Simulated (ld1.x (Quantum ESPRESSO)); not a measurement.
**Before and after: TM potential for Ba (Z = 56)**

ld1.x (Quantum ESPRESSO) 7.5 input, shortened:

```
&input
   title='Ba', zed=56., rel=1, dft='PBESOL', iswitch=3,
   config='[Xe] 5d0.5 6s1.5 6p0'
 /
 &inputp
   pseudotype=2, tm=.true., lloc=-2, rcloc=2.35,
   nlcc=.false.
 /
3
6S  1  0   1.50   0.00  4.20  4.20  0.0
5P  2  1   6.00   0.00  2.90  2.90  0.0
5D  3  2   0.50   0.00  4.20  4.20  0.0
 &test
   configts(1)='5p6 5d0.5 6s1.5 6p0'
 /
```

Change: local potential all-electron potential smoothed inside 3.10 bohr (lloc = -2).

Cutoffs: the cutoffs (Ry, on a coarse ladder) from which the occupation-weighted sum of valence levels, in a spherical-Bessel basis at the reference potential, stays within 10 and 1 mRy of its value at 400 Ry; they do not see the model core or the augmentation charge, which bear on the density cutoff. Errors are all-electron minus pseudo energies relative to the spin-unpolarised reference configuration.

How do hardness, ghosts and transferability respond?

The potential gets neither clearly harder nor softer (10 Ry and 18 Ry → 10 Ry and 18 Ry); both files keep a bound ghost (s); the number of tests that count goes from 7 to 6; of the 6 tests that both files solve, the error grows in 2 and shrinks in 2 by more than 15 % and 0.3 meV (median size 23.6 → 11.9 meV); the range in which the s phases agree narrows (upper end 1.0 → -0.1); the range in which the p phases agree widens (upper end -0.2 → 2.2).

```csv
quantity,base,changed
"cutoff, loose",10 Ry,10 Ry
"cutoff, tight",18 Ry,18 Ry
bound ghosts,s,s
"tests counted (converged, no solver errors)",7 of 7,6 of 7
"error for 5p6 5d0 6s2 6p0, meV [ΔE -0.64 eV]",-1.3,+1.7
"error for 5p6 5d0 6s1 6p0, meV [ΔE 4.74 eV]",+5.6,+55
"error for 5p6 5d0 6s0 6p0, meV [ΔE 14.63 eV]",+37,+35
"error for 5p6 5d0 6s0 6p1, meV [ΔE 7.34 eV]",+186,-12
"error for 5p6 5d0 6s1 6p1, meV [ΔE 1.41 eV]",+101,-2.1
"error for 5p6 5d1 6s0 6p0, meV [ΔE 5.39 eV]",-11,-11
s: phases at 4.57 bohr within 0.05 rad from the reference energy up to (Ry; the scan ends near 5),1.0,-0.1
p: phases at 4.57 bohr within 0.05 rad from the reference energy up to (Ry; the scan ends near 5),-0.2,2.2
d: phases at 4.57 bohr within 0.05 rad from the reference energy up to (Ry; the scan ends near 5),0.8,0.8
```

Base: ld1.x printed “convergence not achieved” for 4 of the counted tests; their residual had stalled under 1e-8, short of the target of 1e-14. Changed file: Tests not counted: 5p6 5d1 6s1 6p0 (pseudo-atom not self-consistent, printed error -2.2 meV). ld1.x printed “convergence not achieved” for 3 of the counted tests; their residual had stalled under 1e-8, short of the target of 1e-14. A true bound ghost makes a file unfit for plane-wave use even where its test errors are small: the radial tests pick states by their node count and pass the ghost by.
